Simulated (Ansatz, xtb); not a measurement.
**Isomers of C4H8O2SSi in order of energy**

8 gas-phase structures of C4H8O2SSi, from a drawn sample of its isomers (lower ones may exist). Each was relaxed with GFN2-xTB; where two conformers were screened, the lower at r2SCAN-D4/def2-SVP is listed:

A. `O=C[C@@H]1CS[C@H]1O[SiH3]`, a singlet
B. `C=CC(=O)O[SiH2]SC`, a singlet
C. `COC(=S)[C@@H]1CO[SiH2]1`, a singlet
D. `C[C@H](C=O)C(=S)O[SiH3]`, a singlet
E. `[SiH3]OC1=CSCOC1`, a singlet
F. a singlet given by its coordinates
G. `O=C1CO[C@H](S[SiH3])C1`, a singlet
H. `C=C(OC(C)=O)S[SiH3]`, a singlet

F (Å):

```tsv
atom	x (Å)	y (Å)	z (Å)
C	0.4920	-0.5805	1.5404
C	0.2522	0.2300	-1.0800
C	0.3846	1.0446	-2.1768
C	-0.0537	0.6278	-3.4463
O	-0.5877	-0.4515	-3.7110
O	-0.2668	-0.9423	-1.0289
S	0.8536	0.8306	0.4585
Si	-1.0848	-1.9540	-2.1135
H	0.7564	-0.2718	2.5460
H	-0.5649	-0.8201	1.4740
H	1.0917	-1.4309	1.2300
H	0.8452	2.0086	-2.0521
H	0.1072	1.3415	-4.2690
H	-1.3925	-2.8927	-1.0065
H	-0.1465	-2.6856	-2.9456
H	-2.3897	-1.4261	-2.4783
```

Close contacts (Å): C1–S7 1.81, C2–C3 1.37, C2–O6 1.28, C2–S7 1.76, C3–C4 1.41, C4–O5 1.23, O5–Si8 2.25, O6–Si8 1.69, C1–H9 1.08, C1–H10 1.09, C1–H11 1.09, C3–H12 1.08, C4–H13 1.10, Si8–H14 1.48, Si8–H15 1.45, Si8–H16 1.45.

Question: Estimate their order in r2SCAN-D4/def2-SVP energy at these geometries, lowest first.

Answer: Calculated order at r2SCAN-D4/def2-SVP: B (0.0), D (27.4), F (31.0), G (32.2), H (32.6), C (38.1), A (45.5), E (46.6) kcal/mol. Less than 1 kcal/mol parts G and H, so the order within that pair means little.

Energies above the lowest of each column, in kcal/mol; the last columns are at PBE-D3(BJ)/def2-SVP geometries and were run for some of them only (a dash: not run or not comparable):

| structure | GFN2-xTB | HF/STO-3G | r2SCAN-D4/def2-SVP | PBE-D3(BJ)/def2-SVP | CCSD(T)/def2-SVP + ΔMP2/def2-TZVPP |
| --- | --- | --- | --- | --- | --- |
| B | 0.0 | 12.6 | 0.0 | 0.0 | 0.0 |
| D | 11.3 | 34.8 | 27.4 | 26.6 | 29.7 |
| F | 12.7 | 42.2 | 31.0 | – | – |
| G | 14.3 | 0.0 | 32.2 | – | – |
| H | 20.1 | 32.6 | 32.6 | – | – |
| C | 17.5 | 30.7 | 38.1 | – | – |
| A | 16.9 | 25.9 | 45.5 | – | – |
| E | 7.8 | 16.9 | 46.6 | – | – |

CCSD(T)/def2-SVP + ΔMP2/def2-TZVPP puts B lowest of those it was run on; HF/STO-3G picks G. Some further structures that were screened fall inside this span and aren't listed. Flexible structures stand in one conformer each, not always the lowest. Frequencies (GFN2-xTB) were run for B, D alone. The ΔMP2 step shifts differences by up to 4.8 kcal/mol, which makes them less sure. ΔMP2 is the change of the MP2 energy from the smaller to the larger basis.

Over these structures GFN2-xTB departs from r2SCAN-D4/def2-SVP by 7.7 kcal/mol on average once a common shift is removed. A GFN2-xTB relaxation took about 0.26 s and the r2SCAN-D4/def2-SVP energy about 2.7 s on a shared host (Ansatz 0.2.0, xtb 6.7.1).
